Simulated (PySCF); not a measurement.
CH5Br2NSi, SMILES [Si](Br)(N)(C)Br.

Geometry optimised at PBE0-D3(BJ)/def2-SVP. A frequency run showed that this geometry is not a minimum. The structure was generated by enumeration, and PubChem lists no compound with its InChIKey, so it may never have been made. Other conformers were not sampled.

Two levels are set side by side: PBE/def2-TZVP (PySCF) and PBE0/def2-TZVP (PySCF). Same geometry, gas phase. Differences are taken from unrounded values.

| quantity | PBE |
|---|---|
| orbital gap (eV) | 5.72 |
| highest occupied level (eV) | -6.50 |
| lowest empty level (eV) | -0.78 |
| dipole moment (D) | 1.98 |
| mean polarisability (bohr³) | 85.3 |

Question: These are the PBE values. What does PBE0 give? (The exact figures need the calculation; the answer reports its results.)

Answer: 
| quantity | PBE0 | PBE minus PBE0 |
|---|---|---|
| orbital gap (eV) | 8.06 | -2.34 |
| highest occupied level (eV) | -7.92 | 1.42 |
| lowest empty level (eV) | 0.14 | -0.92 |
| dipole moment (D) | 2.01 | -0.03 |
| mean polarisability (bohr³) | 82.2 | 3.1 |

Without exact exchange PBE keeps part of each electron's self-repulsion, which lifts occupied levels and narrows the gap. PBE's more diffuse valence density responds more strongly to a field. Differences between two approximate levels are no errors against the true value.

Rough cost on one machine, each run with all the roots and properties that it gave: PBE0 against PBE within a factor of 2.
